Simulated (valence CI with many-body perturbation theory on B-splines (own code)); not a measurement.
## Ir²⁸⁺: M1 decay

Computed by configuration interaction combined with many-body perturbation theory (CI+MBPT): three valence electrons over a frozen Dirac-Fock core [Kr] 4d10, radial functions for each j: 8 s, 8 p, 9 d, 9 f, 6 g, 3 h, 2 i, with the one-electron correlation potential Σ1 (screened to all orders), the two-electron term Σ2, the three-electron term Σ3, Breit, model QED; selected single and double excitations, second order for the rest, scaled by the run's own slope (own B-spline code, finite nucleus).

The last digits are not significant, and no measured levels were compared; by estimate large intervals hold to a few tenths of a per cent, small ones and those within an open d or f shell to about a per cent. Core correlation moves these levels by up to 50000 cm⁻¹, and in measured spectra 5 to 20 % of such shifts remained as error; rates that hang on mixing are uncertain with them.

Lines 51 to 100 of 120 in falling wavelength, among levels below 1388600 cm⁻¹, chosen from the decays that carry over 1 % of a level's rate. Wavelengths and rates use the calculated energies. Weak lines are less certain than strong ones. Lines between different terms over intervals too small for the method are left out, as are lines whose strength nearly cancels.

Levels are named by their leading jj configuration (3d3/2^4 stands for four electrons in 3d with j = 3/2), which in mixed levels can hold well under half, so a name can repeat and another be missing. Letters in brackets count levels of one name in rising energy.

| λ vac (nm) | Upper | Lower | Type | A (s⁻¹) | Branch % |
| --- | --- | --- | --- | --- | --- |
| 278.4 | (4f5/2^2 4f7/2) J=5/2 [b] | (4f5/2^2 4f7/2) J=5/2 [a] | M1 | 1.19e+02 | 17.4 |
| 277.2 | (4f5/2 4f7/2^2) J=7/2 [b] | (4f5/2 4f7/2^2) J=7/2 [a] | M1 | 2.04e+01 | 3.3 |
| 272.6 | (4f5/2 4f7/2^2) J=11/2 [b] | (4f5/2 4f7/2^2) J=9/2 [a] | M1 | 1.07e+01 | 1.2 |
| 270.5 | (4f5/2 4f7/2^2) J=11/2 [b] | (4f5/2 4f7/2^2) J=13/2 [b] | M1 | 1.43e+01 | 1.7 |
| 269.8 | (4f7/2^3) J=15/2 | (4f5/2^2 4f7/2) J=15/2 | M1 | 5.11e+02 | 28.3 |
| 268.5 | (4f5/2 4f7/2^2) J=9/2 [c] | (4f5/2 4f7/2^2) J=11/2 [a] | M1 | 5.51e+01 | 4.1 |
| 267.6 | (4f5/2 4f7/2^2) J=17/2 | (4f5/2^2 4f7/2) J=15/2 | M1 | 3.27e+02 | 59.5 |
| 267.1 | (4f5/2 4f7/2^2) J=13/2 [b] | (4f5/2 4f7/2^2) J=13/2 [a] | M1 | 2.08e+02 | 14.4 |
| 262.4 | (4f5/2^2 4f7/2) J=3/2 [b] | (4f5/2^3) J=5/2 | M1 | 2.92e+02 | 32.8 |
| 260.5 | (4f5/2 4f7/2^2) J=9/2 [c] | (4f5/2 4f7/2^2) J=9/2 [a] | M1 | 6.61e+02 | 49.3 |
| 257.2 | (4f5/2 4f7/2^2) J=11/2 [a] | (4f5/2 4f7/2^2) J=13/2 [a] | M1 | 1.47e+02 | 20.9 |
| 254.1 | (4f5/2 4f7/2^2) J=5/2 [a] | (4f5/2^2 4f7/2) J=7/2 [b] | M1 | 7.06e+01 | 6.3 |
| 243.4 | (4f5/2 4f7/2^2) J=3/2 [b] | (4f5/2^2 4f7/2) J=1/2 | M1 | 6.48e+02 | 30.5 |
| 240.8 | (4f7/2^3) J=9/2 | (4f5/2 4f7/2^2) J=9/2 [b] | M1 | 2.28e+02 | 13.6 |
| 234.9 | (4f5/2 4f7/2^2) J=3/2 [b] | (4f5/2^2 4f7/2) J=3/2 [b] | M1 | 7.69e+02 | 36.2 |
| 234.7 | (4f7/2^3) J=9/2 | (4f5/2 4f7/2^2) J=7/2 [a] | M1 | 6.72e+02 | 40.1 |
| 230.5 | (4f5/2 4f7/2^2) J=7/2 [a] | (4f5/2^3) J=5/2 | M1 | 8.09e+01 | 7.0 |
| 221.9 | (4f5/2^2 4f7/2) J=5/2 [b] | (4f5/2^3) J=5/2 | M1 | 1.68e+02 | 24.5 |
| 212.8 | (4f5/2 4f7/2^2) J=13/2 [c] | (4f5/2 4f7/2^2) J=11/2 [a] | M1 | 1.11e+02 | 17.5 |
| 212.6 | (4f5/2 4f7/2^2) J=9/2 [c] | (4f5/2^2 4f7/2) J=7/2 [b] | M1 | 4.03e+02 | 30.0 |
| 211.2 | (4f5/2 4f7/2^2) J=3/2 [a] | (4f5/2^2 4f7/2) J=5/2 [a] | M1 | 1.04e+02 | 12.3 |
| 208.8 | (4f5/2 4f7/2^2) J=9/2 [b] | (4f5/2^2 4f7/2) J=9/2 | M1 | 4.26e+02 | 41.1 |
| 208.6 | (4f5/2 4f7/2^2) J=3/2 [a] | (4f5/2^2 4f7/2) J=3/2 [a] | M1 | 6.76e+02 | 80.1 |
| 206.5 | (4f5/2 4f7/2^2) J=13/2 [c] | (4f5/2 4f7/2^2) J=13/2 [b] | M1 | 1.67e+02 | 26.5 |
| 206.5 | (4f5/2 4f7/2^2) J=7/2 [b] | (4f5/2 4f7/2^2) J=9/2 [a] | M1 | 2.40e+01 | 3.9 |
| 191.5 | (4f5/2 4f7/2^2) J=5/2 [a] | (4f5/2^2 4f7/2) J=7/2 [a] | M1 | 4.83e+02 | 43.3 |
| 190.8 | (4f7/2^3) J=15/2 | (4f5/2 4f7/2^2) J=13/2 [b] | M1 | 1.07e+03 | 59.4 |
| 190.1 | (4f5/2 4f7/2^2) J=5/2 [a] | (4f5/2^2 4f7/2) J=5/2 [a] | M1 | 1.09e+02 | 9.7 |
| 189.4 | (4f5/2^2 4f7/2) J=15/2 | (4f5/2 4f7/2^2) J=13/2 [a] | M1 | 5.95e+02 | 58.0 |
| 188.1 | (4f5/2 4f7/2^2) J=5/2 [a] | (4f5/2^2 4f7/2) J=3/2 [a] | M1 | 2.68e+02 | 24.0 |
| 187.1 | (4f5/2^2 4f7/2) J=9/2 | (4f5/2^3) J=9/2 | M1 | 8.13e+02 | 91.4 |
| 185.8 | (4f7/2^3) J=9/2 | (4f5/2 4f7/2^2) J=11/2 [a] | M1 | 2.13e+02 | 12.7 |
| 181.9 | (4f7/2^3) J=9/2 | (4f5/2 4f7/2^2) J=9/2 [a] | M1 | 2.24e+02 | 13.4 |
| 177.9 | (4f5/2^2 4f7/2) J=3/2 [b] | (4f5/2^3) J=3/2 | M1 | 1.13e+02 | 12.8 |
| 175.2 | (4f5/2 4f7/2^2) J=7/2 [b] | (4f5/2^2 4f7/2) J=7/2 [b] | M1 | 4.23e+01 | 6.8 |
| 174.8 | (4f5/2^2 4f7/2) J=11/2 [b] | (4f5/2^2 4f7/2) J=9/2 | M1 | 2.02e+02 | 43.3 |
| 173.3 | (4f5/2^2 4f7/2) J=1/2 | (4f5/2^3) J=3/2 | M1 | 5.19e+02 | 78.4 |
| 168.1 | (4f5/2 4f7/2^2) J=13/2 [b] | (4f5/2^2 4f7/2) J=11/2 [a] | M1 | 1.24e+03 | 85.6 |
| 167.3 | (4f5/2 4f7/2^2) J=9/2 [a] | (4f5/2^2 4f7/2) J=11/2 [a] | M1 | 1.30e+02 | 15.7 |
| 165.3 | (4f5/2^2 4f7/2) J=11/2 [b] | (4f5/2 4f7/2^2) J=13/2 [a] | M1 | 1.24e+02 | 26.5 |
| 164.2 | (4f5/2 4f7/2^2) J=11/2 [a] | (4f5/2^2 4f7/2) J=11/2 [a] | M1 | 2.03e+02 | 28.9 |
| 162.0 | (4f5/2 4f7/2^2) J=5/2 [a] | (4f5/2^3) J=5/2 | M1 | 4.69e+01 | 4.2 |
| 158.3 | (4f5/2^2 4f7/2) J=5/2 [b] | (4f5/2^3) J=3/2 | M1 | 3.50e+02 | 51.2 |
| 157.2 | (4f7/2^3) J=9/2 | (4f5/2^2 4f7/2) J=7/2 [b] | M1 | 1.46e+02 | 8.7 |
| 154.8 | (4f5/2 4f7/2^2) J=1/2 | (4f5/2^2 4f7/2) J=3/2 [a] | M1 | 1.25e+02 | 18.8 |
| 150.7 | (4f5/2^2 4f7/2) J=7/2 [a] | (4f5/2^3) J=9/2 | M1 | 1.14e+02 | 79.7 |
| 147.0 | (4f5/2 4f7/2^2) J=13/2 [c] | (4f5/2 4f7/2^2) J=15/2 | M1 | 1.56e+02 | 24.6 |
| 143.0 | (4f5/2 4f7/2^2) J=7/2 [b] | (4f5/2^2 4f7/2) J=7/2 [a] | M1 | 9.76e+00 | 1.6 |
| 142.2 | (4f5/2 4f7/2^2) J=7/2 [b] | (4f5/2^2 4f7/2) J=5/2 [a] | M1 | 2.04e+01 | 3.3 |
| 140.6 | (4f5/2 4f7/2^2) J=11/2 [b] | (4f5/2^2 4f7/2) J=9/2 | M1 | 1.14e+02 | 13.2 |
